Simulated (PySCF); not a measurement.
Ge(OH) (GeHO), SMILES [Ge][OH] (connectivity only; charge and spin as stated), neutral, multiplicity 2.

The structure is a stationary point at PBE-D3(BJ)/def2-TZVP.

These are PBE/def2-TZVPD run with PySCF values and carry that method's errors.

Isolated molecule, no solvent.

```json
{
 "total_energy": "-2152.45570 hartree",
 "point_group": "Cs",
 "α spin, highest occupied and lowest empty level": "-3.79 and -3.27 eV",
 "β spin, highest occupied and lowest empty level": "-7.50 and -2.93 eV",
 "dipole_moment": "1.24 D",
 "quadrupole, principal values (traceless, Buckingham form, about the centre of nuclear charge)": "-5.57, 2.13, 3.44 D·Å",
 "mean_static_polarisability": "44.0 bohr³ (6.53 Å³)",
 "polarisability_principal_values": "35.6, 46.7, 49.8 bohr³",
 "⟨S²⟩": "0.753 (pure state 0.75)"
}
```
